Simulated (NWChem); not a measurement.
**Spin states of diiodomethane (CH₂I₂)**

```xyz
5

I      1.8391     0.0000     0.0908
C      0.0000     0.0000    -1.0490
I     -1.8391     0.0000     0.0908
H      0.0000     0.9046    -1.6634
H      0.0000    -0.9046    -1.6634
```
Charge 0, spin multiplicity 1.

The numbers come from NWChem runs, not from measurements. Structure: optimised with B3LYP/def2-SVP with def2 effective core potentials on I, a minimum by its harmonic frequencies.

Basis set: def2-SVP. The gap is E(triplet) − E(singlet) at the geometry of the singlet, so a negative value puts the higher spin lower. Open shells are unrestricted, and the singlet is the closed-shell solution. The triplet is the single determinant that the SCF runs reached, with unpaired electrons in orbitals of symmetry a1 and b2 (C2v labels); it need not be the lowest triplet, which in molecules with degenerate π orbitals can need several determinants.

Effective core potentials replace the inner electrons of I; spin-orbit coupling is left out. The correlated methods keep 9 core orbitals frozen. B3LYP has NWChem's definition, with VWN1-RPA local correlation. The stability of the SCF solutions was not checked. Open-shell Hartree-Fock references start from PBE0 orbitals.

### Question
Order these methods by the vertical singlet-triplet gap they give, lowest first: B3LYP, HF, B2PLYP, MP2.

### Answer
B3LYP (87.6 kcal/mol), B2PLYP (93.3 kcal/mol), MP2 (102.3 kcal/mol), HF (107.3 kcal/mol)
